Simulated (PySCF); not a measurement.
This script is equivalent to a calculation on As (arsenic, neutral).

```python
from pyscf import gto, scf, dft, mp, cc
import basis_set_exchange as bse
mol = gto.M(atom="As 0 0 0", charge=0, spin=3, symmetry="D2h",
            basis=gto.basis.parse(bse.get_basis("6-31G*", elements=["As"], fmt="nwchem", header=False)))
mf = dft.UKS(mol, xc="PBE")
mf.irrep_nelec = {'Ag': (6, 6), 'B1g': (1, 1), 'B2g': (1, 1), 'B3g': (1, 1), 'B1u': (3, 2), 'B2u': (3, 2), 'B3u': (3, 2)}
mf.kernel()
```

(1) What total energy does it give?

(2) Which occupied shell lies highest, and where?

(3) What is ⟨S²⟩, and what would a pure spin state give?

## Answers

(1) -2235.185 hartree (calculated).

(2) 4p α, at -5.902 eV.

(3) 3.750, against 3.75.
